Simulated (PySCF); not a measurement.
C3H9FSi, SMILES CC[Si@H](C)F. Coordinates come from a B3LYP-D3(BJ)/def2-SVP optimisation. The structure was generated by enumeration; whether it is a known compound was not checked. The values are those of a single conformer.

Problem. Give the equilibrium geometry at B3LYP-D3(BJ)/def2-SVP (PySCF confirms it by a frequency run) as a Z-matrix. (An estimate is asked for; the answer gives what the named calculation found.)

Solution. This is not unique; one that fits is 
```
Si
F 1 1.6391
H 1 1.4918 2 106.81
C 1 1.8700 3 110.81 2 -117.52
H 4 1.1016 1 111.20 3 59.36
H 4 1.1022 5 108.13 1 -121.86
H 4 1.1025 5 107.84 6 -116.56
C 1 1.8764 3 110.70 2 117.18
H 8 1.1044 1 107.94 3 -60.96
H 8 1.1049 9 105.80 1 115.28
C 8 1.5359 9 110.39 10 119.54
H 11 1.1017 8 111.69 9 -57.05
H 11 1.1024 12 107.17 8 122.62
H 11 1.1027 12 107.21 13 114.85
```
Charge 0, spin multiplicity 1.
